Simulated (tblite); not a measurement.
C7H11O (doublet state).
Atom-mapped SMILES: `[O:1][CH2:2][C@:3]12[CH2:4][CH2:5][C@H:6]([CH2:7]1)[CH2:8]2` (hydrogens: H9, H10 on C2; H11, H12 on C4; H13, H14 on C5; H15 on C6; H16, H17 on C7; H18, H19 on C8)

Computed with GFN2-xTB (tblite), gas phase: L-BFGS steps from a force-field or distance-geometry start until the largest atomic force falls under 0.01 eV/Å.

Step 2: E = -668.1865 eV
```
atom  x, y, z in Å  |  force x, y, z in eV/Å
O1      2.8219   -0.3653    0.1115    0.122   0.100   0.030
C2      2.0386    0.6317   -0.1774   -0.176   0.333  -0.216
C3      0.5421    0.1337   -0.0889    0.222   0.161   0.171
C4      0.0453   -0.2375    1.3234   -0.134   0.108  -0.284
C5     -1.4110   -0.5683    0.9472   -0.045   0.066  -0.181
C6     -1.3365   -0.2771   -0.5667   -0.228  -0.083  -0.004
C7     -0.0242   -0.9587   -1.0041   -0.065   0.013  -0.068
C8     -0.5568    1.0458   -0.6382   -0.216   0.123  -0.060
H9      2.1335    1.0643   -1.1934    0.138  -0.371  -0.355
H10     2.0807    1.5167    0.4957   -0.004  -0.264   0.439
H11     0.5482   -1.0942    1.7621    0.237   0.043  -0.141
H12     0.0979    0.5983    2.0261    0.156  -0.055  -0.180
H13    -1.6629   -1.6059    1.1790   -0.034   0.106  -0.196
H14    -2.1205    0.0796    1.4685    0.003  -0.058  -0.180
H15    -2.2538   -0.4081   -1.1352    0.015  -0.021  -0.036
H16     0.1249   -1.9955   -0.7425    0.091  -0.177   0.211
H17     0.2016   -0.8210   -2.0732   -0.052   0.058   0.494
H18    -0.3892    1.3909   -1.6665    0.023  -0.186   0.314
H19    -0.8895    1.8798   -0.0351   -0.054   0.103   0.240
```

Step 3: E = -668.2274 eV
```
atom  x, y, z in Å  |  force x, y, z in eV/Å
O1      2.8228   -0.3550    0.1112    0.111   0.020   0.023
C2      2.0394    0.6397   -0.1829   -0.220   0.152  -0.165
C3      0.5330    0.1398   -0.0930    0.536   0.089   0.313
C4      0.0435   -0.2371    1.3160   -0.065   0.090  -0.169
C5     -1.4125   -0.5660    0.9371   -0.047   0.018   0.004
C6     -1.3368   -0.2756   -0.5741   -0.287  -0.143   0.233
C7     -0.0255   -0.9615   -0.9971   -0.096   0.062  -0.006
C8     -0.5656    1.0487   -0.6340   -0.110   0.010   0.002
H9      2.1398    1.0504   -1.2101    0.084  -0.233  -0.156
H10     2.0816    1.5066    0.5143   -0.045  -0.177   0.208
H11     0.5559   -1.0904    1.7567    0.161   0.063  -0.200
H12     0.1040    0.5960    2.0192    0.101  -0.011  -0.138
H13    -1.6640   -1.6017    1.1726   -0.038   0.055  -0.204
H14    -2.1212    0.0778    1.4630   -0.013  -0.016  -0.181
H15    -2.2530   -0.4090   -1.1349   -0.093  -0.037  -0.147
H16     0.1279   -1.9995   -0.7367    0.067  -0.099   0.227
H17     0.1990   -0.8180   -2.0539    0.036   0.040   0.120
H18    -0.3883    1.3822   -1.6529    0.028   0.000  -0.003
H19    -0.8900    1.8818   -0.0281   -0.110   0.117   0.240
```

Step 4: E = -668.2501 eV
```
atom  x, y, z in Å  |  force x, y, z in eV/Å
O1      2.8247   -0.3470    0.1111    0.092  -0.008   0.011
C2      2.0372    0.6460   -0.1886   -0.139  -0.021  -0.079
C3      0.5346    0.1450   -0.0916    0.349   0.017   0.201
C4      0.0421   -0.2361    1.3093    0.018   0.049  -0.022
C5     -1.4142   -0.5645    0.9307   -0.015  -0.017   0.117
C6     -1.3409   -0.2765   -0.5753   -0.181  -0.093   0.235
C7     -0.0278   -0.9625   -0.9907   -0.044   0.066   0.069
C8     -0.5730    1.0501   -0.6298    0.012  -0.030   0.064
H9      2.1454    1.0376   -1.2236    0.046  -0.103  -0.017
H10     2.0815    1.4972    0.5297   -0.066  -0.108   0.011
H11     0.5633   -1.0863    1.7494    0.096   0.059  -0.214
H12     0.1096    0.5945    2.0124    0.052   0.037  -0.078
H13    -1.6654   -1.5982    1.1650   -0.046  -0.020  -0.171
H14    -2.1221    0.0765    1.4564   -0.051   0.036  -0.132
H15    -2.2544   -0.4103   -1.1376   -0.122  -0.045  -0.169
H16     0.1309   -2.0031   -0.7291    0.035   0.019   0.208
H17     0.1982   -0.8153   -2.0405    0.073   0.020  -0.084
H18    -0.3872    1.3770   -1.6451    0.006   0.094  -0.121
H19    -0.8923    1.8850   -0.0196   -0.116   0.048   0.171
```

Question: Estimate the geometry and energy of step 5. (The exact step hangs on the optimiser's Hessian estimate; all steps are aligned on step 4, rigid shifts and turns removed.)

Answer: E = -668.2613 eV, largest force 0.205 eV/Å
```
atom  x, y, z in Å  |  force x, y, z in eV/Å
O1      2.8272   -0.3425    0.1111    0.071  -0.007   0.004
C2      2.0341    0.6485   -0.1930   -0.020  -0.130  -0.014
C3      0.5396    0.1481   -0.0884    0.039  -0.017   0.040
C4      0.0420   -0.2348    1.3057    0.046   0.020   0.058
C5     -1.4153   -0.5640    0.9293    0.010  -0.025   0.135
C6     -1.3457   -0.2782   -0.5724   -0.049  -0.010   0.099
C7     -0.0295   -0.9621   -0.9854    0.016   0.043   0.051
C8     -0.5766    1.0503   -0.6259    0.065  -0.002   0.055
H9      2.1494    1.0289   -1.2314    0.022  -0.018   0.049
H10     2.0802    1.4901    0.5381   -0.069  -0.063  -0.101
H11     0.5690   -1.0829    1.7414    0.072   0.024  -0.178
H12     0.1135    0.5945    2.0074    0.024   0.073  -0.016
H13    -1.6671   -1.5969    1.1577   -0.048  -0.074  -0.116
H14    -2.1237    0.0767    1.4506   -0.076   0.064  -0.068
H15    -2.2573   -0.4119   -1.1419   -0.062  -0.039  -0.109
H16     0.1331   -2.0043   -0.7213    0.013   0.102   0.177
H17     0.1990   -0.8134   -2.0347    0.062  -0.005  -0.089
H18    -0.3866    1.3758   -1.6426   -0.029   0.103  -0.065
H19    -0.8955    1.8872   -0.0121   -0.088  -0.037   0.089
```

The energy changes by -0.0113 eV. The first-order estimate −F·Δx gives -0.0169 eV and the mean of the old and new forces, exact on a quadratic surface, -0.0113 eV. The step makes an angle of 47° with the force vector and moves no atom by more than 0.012 Å.

What follows is the cost of the whole relaxation. On one thread of an Arm Neoverse V1 (shared host), this took 0.39 s wall.
